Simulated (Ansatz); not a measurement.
Reaction (ligand exchange at the Si–O bond): `[SiH3][O][GeH2][SH]` + `CC[SeH]` → `CC[Se][SiH3]` + `[OH][GeH2][SH]`

Gas-phase electronic energies from Ansatz, PBE0-D4/def2-TZVP geometries. CCSD(T)/CBS adds triple-zeta CCSD(T) − MP2 to the extrapolated MP2 energy (def2 sets, frozen cores). For Ge, Se outer-core shells are correlated without core-valence functions, which leaves a few kJ/mol of doubt a bond. Scalar relativity is left out up to krypton. One conformer a species, not always the lowest.

```csv
species,MP2/CBS(def2) energy (Eh)
`[SiH3][O][GeH2][SH]`,-2841.75158
`CC[SeH]`,-2480.36082
`CC[Se][SiH3]`,-2770.64199
`[OH][GeH2][SH]`,-2551.45623
```

Work out ΔE.

ΔE = (-2770.64199) + (-2551.45623) − (-2841.75158) − (-2480.36082) = 0.01418 Eh = +8.9 kcal/mol. CCSD(T)/CBS gives +9.6 kcal/mol.

Largest T1 diagnostic among the species: 0.012.

From PBE to PBE0 (25 % exact exchange), in def2-TZVPP and without D4, ΔE moves by +1.2 kcal/mol. In def2-TZVPP, CCSD(T) changes the Hartree–Fock value by −3.6 kcal/mol (the triples alone add −0.7 kcal/mol) and MP2 by −4.3 kcal/mol.
